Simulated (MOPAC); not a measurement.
Job for MOPAC: AM1 on FHOSi (SMILES O[Si]F), a point of a bond scan (R = 0.869 Å).

```
AM1 1SCF PRECISE CHARGE=0 THREADS=1
FHOSi

Si     0.00937425 1     0.00603277 1     0.61022733 1
F     -0.73513023 1     1.02562647 1    -0.41739903 1
O      0.73079075 1    -1.04612827 1    -0.42560613 1
H      0.64782498 1    -0.95607656 1    -1.28612871 1
```

Program output:

```
*******************************************************************************
 **                                                                           **
 **                              MOPAC v23.2.5                                **
 **                                                                           **
 *******************************************************************************
 ** MOPAC's Digital Object Identifier: https://doi.org/10.5281/zenodo.6511958 **
 **                                                                           **
 ** Please cite the open-source release paper for use of this MOPAC version:  **
 ** J. E. Moussa and J. J. P. Stewart (2026)                                  **
 ** MOPAC: An open-source semiempirical molecular orbital program             **
 ** J. Open Source Softw., 11(119), 8025, https://doi.org/10.21105/joss.08025 **
 *******************************************************************************

                              AM1 CALCULATION RESULTS

 *******************************************************************************
 *  AM1        - The AM1 Hamiltonian to be used
 *
 *
 *
 *                 CHARGE ON SYSTEM = 0
 *
 *
 *
 *  PRECISE    - TIGHTER CRITERIA TO BE USED
 *  1SCF       - DO 1 SCF AND THEN STOP
 *  THREADS=1  - MULTI-THREADING NOT USED
 *  T=         - A TIME OF 172800.0 SECONDS REQUESTED
 *  DUMP=N     - RESTART FILE WRITTEN EVERY 7200.0 SECONDS REQUESTED
 *******************************************************************************
AM1 1SCF PRECISE CHARGE=0 THREADS=1
 FHOSi

   ATOM   CHEMICAL          X               Y               Z
  NUMBER   SYMBOL      (ANGSTROMS)     (ANGSTROMS)     (ANGSTROMS)

     1      Si          0.00937425  *   0.00603277  *   0.61022733  *
     2       F         -0.73513023  *   1.02562647  *  -0.41739903  *
     3       O          0.73079075  *  -1.04612827  *  -0.42560613  *
     4       H          0.64782498  *  -0.95607656  *  -1.28612871  *



          CARTESIAN COORDINATES

    NO.       ATOM           X           Y           Z

     1        Si          0.0094      0.0060      0.6102
     2         F         -0.7351      1.0256     -0.4174
     3         O          0.7308     -1.0461     -0.4256
     4         H          0.6478     -0.9561     -1.2861

  H: (AM1): M.J.S. DEWAR ET AL, J. AM. CHEM. SOC. 107 3902-3909 (1985)
  O: (AM1): M.J.S. DEWAR ET AL, J. AM. CHEM. SOC. 107 3902-3909 (1985)
  F: (AM1): M.J.S. DEWAR AND E. G. ZOEBISCH, THEOCHEM, 180, 1 (1988).
 Si: (AM1): M.J.S.DEWAR, C. JIE, ORGANOMETALLICS, 6, 1486-1490 (1987).

           Empirical Formula: H O Si F  =     4 atoms



      MOLECULAR POINT GROUP   :   Cs


      RHF CALCULATION, NO. OF DOUBLY OCCUPIED LEVELS = 9


 -------------------------------------------------------------------------------
 AM1 1SCF PRECISE CHARGE=0 THREADS=1
 FHOSi



     1SCF WAS SPECIFIED, SO BFGS WAS NOT USED
     SCF FIELD WAS ACHIEVED


                              AM1 CALCULATION
                                                       MOPAC v23.2.5 Linux




          FINAL HEAT OF FORMATION =       -128.08062 KCAL/MOL =    -535.88931 KJ/MOL


          COSMO AREA              =         89.23 SQUARE ANGSTROMS
          COSMO VOLUME            =         75.67 CUBIC ANGSTROMS

          IONIZATION POTENTIAL    =          8.030890 EV
          HOMO LUMO ENERGIES (EV) =         -8.031 -0.251
          NO. OF FILLED LEVELS    =          9
          MOLECULAR WEIGHT        =         64.0912         POINT GROUP:  Cs

          MOLECULAR DIMENSIONS (Angstroms)

            Atom       Atom       Distance
            H     4    F     2     2.56796
            F     2   Si     1     1.39429
            O     3   Si     1     0.00000


          SCF CALCULATIONS        =          1





   ATOM   CHEMICAL          X               Y               Z
  NUMBER   SYMBOL      (ANGSTROMS)     (ANGSTROMS)     (ANGSTROMS)

     1      Si          0.00937425  *   0.00603277  *   0.61022733  *
     2       F         -0.73513023  *   1.02562647  *  -0.41739903  *
     3       O          0.73079075  *  -1.04612827  *  -0.42560613  *
     4       H          0.64782498  *  -0.95607656  *  -1.28612871  *

                             CARTESIAN COORDINATES

   1   Si        0.009374250     0.006032770     0.610227330
   2    F       -0.735130230     1.025626470    -0.417399030
   3    O        0.730790750    -1.046128270    -0.425606130
   4    H        0.647824980    -0.956076560    -1.286128710


           Empirical Formula: H O Si F  =     4 atoms



      MOLECULAR POINT GROUP   :   Cs


                  EIGENVALUES
 -47.76259 -37.37472 -19.27834 -16.59050 -15.16277 -15.12332 -13.49410 -13.34258
  -8.03089  -0.25106   1.64409   3.05941   6.21988


              NET ATOMIC CHARGES AND DIPOLE CONTRIBUTIONS

  ATOM NO.   TYPE          CHARGE      No. of ELECS.   s-Pop       p-Pop
    1         Si           0.869606        3.1304     1.48078     1.64961
    2          F          -0.466644        7.4666     1.88172     5.58493
    3          O          -0.624866        6.6249     1.80837     4.81650
    4          H           0.221904        0.7781     0.77810
 DIPOLE           X         Y         Z       TOTAL
 POINT-CHG.     0.184    -0.153     3.391     3.399
 HYBRID        -0.200     0.146    -4.346     4.353
 SUM           -0.016    -0.007    -0.955     0.955


          ATOMIC ORBITAL ELECTRON POPULATIONS

     Atom    s        px        py        pz
    1 Si   1.48078   0.31444   0.32883   1.00634
    2  F   1.88172   1.85804   1.84819   1.87871
    3  O   1.80837   1.79430   1.76131   1.26089
    4  H   0.77810

 **********************
 *                    *
 * JOB ENDED NORMALLY *
 *                    *
 **********************




 == MOPAC DONE ==
```

The run finished.

Cost: roughly 0.03 core-seconds.
